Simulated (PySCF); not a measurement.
Predicted microwave data (CAM-B3LYP/def2-SVPD in PySCF (dipole) on a GFN2-xTB geometry, gas phase) for one isomer of C4H4F4:

```
Rotational constants : A = 4520, B = 1081, C = 1035 MHz
Dipole components    : |μa| = 0.27 D, |μb| = 1.41 D, |μc| = 0.14 D
Inertial defect      : -91.02 u·Å²
κ                    : -0.97
```

Problem. Which structure is it? (One computed conformer of each.)
A. `[F:1][CH2:2]/[CH:3]=[C:4](/[F:5])[CH:6]([F:7])[F:8]` with F1–C2–C3–C4 179°, C3–C4–C6–F7 58°
B. `[F:1]/[CH:2]=[C:3](/[F:4])[CH2:5][CH:6]([F:7])[F:8]` with C2–C3–C5–C6 -119°, C3–C5–C6–F7 68°
C. `[F:1][CH2:2]/[CH:3]=[C:4](\[F:5])[CH:6]([F:7])[F:8]` with F1–C2–C3–C4 -174°, C3–C4–C6–F7 59°
D. `[F:1][CH2:2]/[CH:3]=[CH:4]\[C:5]([F:6])([F:7])[F:8]` with F1–C2–C3–C4 176°
E. `C/C(F)=C\C(F)(F)F`

Solution. D. It is FC/C=C\C(F)(F)F, a near-prolate asymmetric top. The candidates at the same level (rigid rotor, commonest isotopes):

| SMILES | A (MHz) | B (MHz) | C (MHz) | μa (D) | μb (D) | μc (D) | Δ (u·Å²) | point group | rotor |
| --- | --- | --- | --- | --- | --- | --- | --- | --- | --- |
| FC/C=C(/F)C(F)F | 2548 | 1360 | 1057 | 1.13 | 0.22 | 0.00 | -91.92 | Cs | asymmetric top |
| C/C(F)=C\C(F)(F)F | 3693 | 1293 | 1156 | 1.66 | 0.65 | 0.02 | -90.59 | near Cs | asymmetric top |
| FC/C=C(\F)C(F)F | 3286 | 1030 | 915.4 | 0.10 | 1.63 | 0.13 | -92.14 | near Cs | near-prolate asymmetric top |
| F/C=C(/F)CC(F)F | 3050 | 1203 | 1024 | 1.25 | 1.28 | 0.78 | -91.96 | C1 | asymmetric top |
| FC/C=C\C(F)(F)F | 4520 | 1081 | 1035 | 0.27 | 1.41 | 0.14 | -91.02 | near Cs | near-prolate asymmetric top |

`F/C=C(/F)CC(F)F` has A 33 % too low; `C/C(F)=C\C(F)(F)F` has B 20 % too high; `FC/C=C(/F)C(F)F` has A 44 % too low; `FC/C=C(\F)C(F)F` has A 27 % too low. No structure here is proved a minimum.
